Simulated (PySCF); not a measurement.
Simulation results for BFH₃OSi

All values are calculated (PySCF 2.14.0). Calculation on a computer-drawn molecule: the log of a Hartree-Fock and frozen-core CCSD(T) single point meant for a local Hartree-Fock minimum, with one planted fault or none, to be diagnosed. Offsets are logged minus clean, where the clean run is the same molecule without the fault. The reference is restricted for singlets and unrestricted otherwise, and also for a bond in bohr or an excited solution. Adding or removing an electron swaps singlet and doublet. The excited solution moves the top pair (singlet) or top alpha electron (doublet) to the lowest empty orbital. Highest occupied and lowest empty are orbital energies over both spins, largest force is the largest gradient component, triples share is (T) over the correlation energy, the T1 limit is 0.02 restricted and 0.045 unrestricted, electrons count all cores, a negative frequency is imaginary (commonest isotopes), and the dipole is about the centre of nuclear charge.

### BFH₃OSi

Logged structure:
```xyz
7
BFH3OSi
B     -0.5874    -0.1003    -1.1856
Si    -0.2114    -0.4626     0.7933
O     -0.9753     0.5416     1.6914
F      1.4430    -0.4290     0.9067
H     -1.4711    -0.6548    -1.8060
H     -0.0050     0.7522    -1.8199
H     -0.4385    -1.9324     1.0776
```

- meant charge: -1
- meant multiplicity: 1
- meant basis: aug-cc-pV(D+d)Z
- logged electrons: 39
- logged basis functions: 128
- logged SCF converged: yes
- logged spin squared: 0.7692
- logged highest occupied: -11.933 eV
- logged lowest empty: -0.31519 eV
- logged largest force: 0.084604 hartree/bohr
- logged T1 diagnostic: 0.038356
- logged D1 diagnostic: 0.23596
- logged triples share: 0.027227
- logged CC converged: yes
- logged dipole magnitude: 1.8066 debye
- logged SCF stable within its kind: yes
- logged energy HF: -489.6999 hartree
- logged energy CCSD(T): -490.30055 hartree
- possible faults: no fault, one electron removed, one electron added, multiplicity raised by two, geometry at a saddle point, SCF held on an excited solution, minimal basis STO-3G, one bond length entered in bohr, all coordinates scaled
- planted fault: one electron removed
- HF energy offset from clean run: 49.47 kcal/mol
- CCSD(T) energy offset from clean run: 84.76 kcal/mol

Drawn bonds:
```tsv
atom	other atom	order
1	2	1
2	3	1
2	4	1
1	5	1
1	6	1
2	7	1
```
